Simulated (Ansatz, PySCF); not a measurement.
Species: hydrogen telluride, H₂Te (charge 0, singlet). SMILES: [TeH2]
Geometry from a B3LYP-D3(BJ)/def2-TZVP (Ansatz, an electronic-structure program) optimisation:
```xyz
3

Te    -0.0007     0.0433     0.0023
H     -1.1604    -1.1450    -0.0483
H      1.1973    -1.1053    -0.0693
```
Charge 0, spin multiplicity 1.

Quantity: atomisation energy (electronic, to ground-state atoms), in kcal/mol. Correlated levels leave the core frozen unless marked. Open shells are spin-unrestricted. No spin-orbit coupling. The frozen core is the preceding noble-gas configuration, with the filled d and f shells of earlier blocks. In def2 rows, elements after Kr have scalar-relativistic effective core potentials. STO-3G rows are all-electron and non-relativistic. The coupled-cluster limit lacks core correlation, which all-electron functionals hold. CBS(X,Y): correlation extrapolated as X^-3; Hartree-Fock from the larger set. The bracket is a focal-point correction in the basis named.

| level | program | atomisation energy (kcal/mol) | minus last row |
|---|---|---|---|
| PBE-D4/def2-TZVPD | Ansatz + dftd4 | 142.6 | 0.2 |
| r2SCAN-D4/def2-TZVPD | Ansatz + dftd4 | 141.1 | -1.3 |
| B3LYP-D3(BJ)/def2-TZVPD | Ansatz + dftd3 | 144.2 | 1.8 |
| PBE0/def2-TZVPD | Ansatz | 139.3 | -3.1 |
| BHLYP-D4/def2-TZVPD | Ansatz + dftd4 | 138.9 | -3.5 |
| TPSSh-D3(BJ)/def2-TZVPD | PySCF + dftd3 | 147.6 | 5.2 |
| TPSSh/def2-TZVPD | PySCF | 146.9 | 4.5 |
| r2SCANh/def2-TZVPD | Ansatz | 140.0 | -2.4 |
| MN15/def2-TZVPD | PySCF | 137.7 | -4.7 |
| B2GP-PLYP-D4/def2-TZVPD | Ansatz + dftd4 | 137.5 | -4.9 |
| B2PLYP-D4/def2-TZVPD | Ansatz + dftd4 | 139.2 | -3.2 |
| RPA@PBE/def2-TZVPP | Ansatz | 135.1 | -7.3 |
| MP2/def2-TZVPP | Ansatz | 132.5 | -9.9 |
| MP2/CBS(def2-TZVPPD,def2-QZVPPD) | Ansatz | 137.2 | -5.2 |
| RI-MP2/def2-TZVPP | Ansatz | 132.4 | -10.0 |
| RI-MP2/def2-TZVPPD | Ansatz | 133.0 | -9.4 |
| RI-MP2/CBS(def2-TZVPP,def2-QZVPP) | Ansatz | 137.3 | -5.1 |
| CCSD/STO-3G | Ansatz | 157.6 | 15.2 |
| RI-MP2/CBS(def2-TZVPPD,def2-QZVPPD)+[CCSD(T)-MP2]/def2-SVPD | Ansatz | 143.8 | 1.4 |
| CCSD(T)/CBS(def2-TZVPP,def2-QZVPP) | Ansatz | 142.7 | 0.3 |
| CCSD(T)/CBS(def2-TZVPPD,def2-QZVPPD) | Ansatz | 142.4 | 0.0 |
